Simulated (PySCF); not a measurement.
Cartesian coordinates in Å; atom numbers follow the order of the lines, from 1:
```xyz
12

B    -0.153    0.899   -1.122
H    -0.281    1.650   -2.061
N    -1.178    0.759   -0.139
B    -1.056   -0.120    0.979
H    -1.941   -0.222    1.797
N     0.150   -0.873    1.094
B     1.210   -0.778    0.143
H     2.221   -1.431    0.261
N     1.029    0.117   -0.953
H    -2.024    1.302   -0.239
H     0.257   -1.503    1.878
H     1.767    0.200   -1.639
```

Geometry: PBE0-D3(BJ)/def2-SVP; GIAO shifts from PySCF 2.14, gas phase, non-relativistic, averaged over equivalent atoms.

At PBE0/pcSseg-1 (132 basis functions, 43 s wall time on 1 thread of an Intel Xeon, shared host):
| atoms | δ (ppm) |
| --- | --- |
| B1/B4/B7 | 27.5 |
| H10/H11/H12 | 5.66 |
| H2/H5/H8 | 4.77 |
| N3/N6/N9 | 145.8 |

Chemical shifts δ = σref − σ; ¹¹B (σ = 100.73 ppm) against BF3·OEt2; ¹H (σ = 31.27 ppm) vs TMS; ¹⁵N (σ = 265.67 ppm) against NH3, all at this level.

Estimate the result of repeating the calculation with KT2/pcSseg-1.

Results:


```json
{"atoms": "B1/B4/B7", "δ at KT2/pcSseg-1": "23.0", "change": "-4.5"}
{"atoms": "H10/H11/H12", "δ at KT2/pcSseg-1": "5.71", "change": "+0.05"}
{"atoms": "H2/H5/H8", "δ at KT2/pcSseg-1": "4.67", "change": "-0.10"}
{"atoms": "N3/N6/N9", "δ at KT2/pcSseg-1": "146.6", "change": "+0.8"}
```

δ = σ(ref) − σ, references computed at the same level: ¹¹B (σ = 99.90 ppm) vs BF3·OEt2; TMS for ¹H (σ = 31.18 ppm); NH3 for ¹⁵N (σ = 264.30 ppm).

The largest change is at B1/B4/B7 (boron bonded to 2 N, H). Cost: 132 basis functions, 45 s wall time on 1 thread of an Intel Xeon, shared host.

Experimental scales use liquid or dissolved standards, which lie at an offset from isolated NH3 (liquid NH3: subtract about 20 ppm).
